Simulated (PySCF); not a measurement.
Compound: C₇H₆O₂.
Cartesian coordinates in Å at the GFN2-xTB level; atoms count from 1:
```xyz
15
C7H6O2 angstrom
O      2.6014   -1.4133    0.0590
C      2.0541   -0.3417   -0.0276
O      2.7508    0.8002   -0.1558
C      0.5896   -0.1398   -0.0054
C     -0.2314   -1.2581    0.1270
C     -1.6042   -1.1078    0.1524
C     -2.1638    0.1561    0.0460
C     -1.3502    1.2705   -0.0863
C      0.0245    1.1287   -0.1125
H      3.7000    0.6019   -0.1636
H      0.2292   -2.2312    0.2082
H     -2.2407   -1.9738    0.2551
H     -3.2373    0.2732    0.0657
H     -1.7916    2.2526   -0.1687
H      0.6652    1.9905   -0.2153
```

Computed with PBE0/pcSseg-1 in PySCF (dipole) on a GFN2-xTB geometry, gas phase.

Take the most abundant isotopes and a rigid rotor. The values belong to one conformer with, in the numbering `[O:1]=[C:2]([OH:3])[c:4]1[cH:5][cH:6][cH:7][cH:8][cH:9]1`, O1–C2–O3–H 0°, O1–C2–C4–C5 0°.

Problem. What are A, B and C (MHz)?

Solution. Ia = 128.76, Ib = 408.11, Ic = 536.87 u·Å²; 505379 MHz·u·Å²/I gives A = 3925, B = 1238, C = 941.3 MHz.

Problem. What kind of rotor is it?

Solution. An asymmetric top: κ = (2 × 1238 − 3925 − 941.3)/(3925 − 941.3) = -0.80.

Problem. What does the inertial defect say?

Solution. Planar: Δ = Ic − Ia − Ib = 0.00 u·Å². For a rigid frame Δ = −2 Σ m c², so it vanishes when all atoms lie in the ab plane; here none is more than 0.01 Å from it.

Problem. Which lines would a microwave search look for?

Solution. The dipole components are |μa| = 1.37 D, |μb| = 1.51 D, |μc| = 0.00 D; the mirror of this Cs structure is the ab plane, so μc vanishes by symmetry and there are no c-type lines. Intensities carry the squares of the components, which stand as 0.82 : 1.00 (a : b). Some lines, for components of 0.1 D or more:

```json
{"type": "a", "branch": "Q", "J(Ka,Kc)": "4(2,2) ← 4(2,3)", "MHz": "340", "lower level (cm⁻¹)": "1.105"}
{"type": "b", "branch": "R", "J(Ka,Kc)": "4(1,3) ← 3(2,2)", "MHz": "1633", "lower level (cm⁻¹)": "0.815"}
{"type": "a", "branch": "Q", "J(Ka,Kc)": "3(1,2) ← 3(1,3)", "MHz": "1781", "lower level (cm⁻¹)": "0.501"}
{"type": "b", "branch": "Q", "J(Ka,Kc)": "1(1,0) ← 1(0,1)", "MHz": "2984", "lower level (cm⁻¹)": "0.073"}
{"type": "b", "branch": "Q", "J(Ka,Kc)": "2(1,1) ← 2(0,2)", "MHz": "3304", "lower level (cm⁻¹)": "0.217"}
{"type": "b", "branch": "Q", "J(Ka,Kc)": "4(1,3) ← 4(0,4)", "MHz": "4595", "lower level (cm⁻¹)": "0.716"}
{"type": "b", "branch": "R", "J(Ka,Kc)": "1(1,1) ← 0(0,0)", "MHz": "4866", "lower level (cm⁻¹)": "0.000"}
{"type": "a", "branch": "R", "J(Ka,Kc)": "3(2,1) ← 2(2,0)", "MHz": "6631", "lower level (cm⁻¹)": "0.597"}
{"type": "b", "branch": "Q", "J(Ka,Kc)": "4(2,2) ← 4(1,3)", "MHz": "7408", "lower level (cm⁻¹)": "0.869"}
{"type": "a", "branch": "R", "J(Ka,Kc)": "4(0,4) ← 3(0,3)", "MHz": "8494", "lower level (cm⁻¹)": "0.432"}
{"type": "a", "branch": "R", "J(Ka,Kc)": "4(3,1) ← 3(3,0)", "MHz": "8769", "lower level (cm⁻¹)": "1.288"}
{"type": "b", "branch": "R", "J(Ka,Kc)": "2(2,1) ← 1(1,0)", "MHz": "12716", "lower level (cm⁻¹)": "0.172"}
{"type": "b", "branch": "R", "J(Ka,Kc)": "2(2,0) ← 1(1,1)", "MHz": "13036", "lower level (cm⁻¹)": "0.162"}
{"type": "b", "branch": "Q", "J(Ka,Kc)": "4(3,1) ← 4(2,2)", "MHz": "13919", "lower level (cm⁻¹)": "1.116"}
{"type": "b", "branch": "Q", "J(Ka,Kc)": "3(3,0) ← 3(2,1)", "MHz": "14075", "lower level (cm⁻¹)": "0.818"}
{"type": "b", "branch": "Q", "J(Ka,Kc)": "3(3,1) ← 3(2,2)", "MHz": "14189", "lower level (cm⁻¹)": "0.815"}
{"type": "b", "branch": "Q", "J(Ka,Kc)": "4(3,2) ← 4(2,3)", "MHz": "14251", "lower level (cm⁻¹)": "1.105"}
{"type": "b", "branch": "R", "J(Ka,Kc)": "3(2,2) ← 2(1,1)", "MHz": "14599", "lower level (cm⁻¹)": "0.328"}
{"type": "b", "branch": "R", "J(Ka,Kc)": "4(2,3) ← 3(1,2)", "MHz": "16330", "lower level (cm⁻¹)": "0.560"}
{"type": "b", "branch": "R", "J(Ka,Kc)": "3(3,1) ← 2(2,0)", "MHz": "20705", "lower level (cm⁻¹)": "0.597"}
{"type": "b", "branch": "R", "J(Ka,Kc)": "3(3,0) ← 2(2,1)", "MHz": "20730", "lower level (cm⁻¹)": "0.596"}
{"type": "b", "branch": "R", "J(Ka,Kc)": "4(4,0) ← 3(3,1)", "MHz": "28568", "lower level (cm⁻¹)": "1.288"}
```

Problem. Estimate the classical rotational partition function at 10 K, 100 K and 200 K.

Solution. Point group Cs, symmetry number σ = 1; q = (√π/σ)·√((kT/h)³/(ABC)), k/h = 20836.6 MHz/K: 2490 at 10 K, 78800 at 100 K, 223000 at 200 K.

Whether it is a minimum is left open (no frequencies). These are rigid-rotor constants of the computed structure; measured ground-state constants (B0) also hold zero-point vibration.

Hardware: one thread, Arm Neoverse V1, no GPU, shared host. Cost: 23 s of wall time. This is the PBE0/pcSseg-1 job that gave the dipole, with the shieldings it also computed.
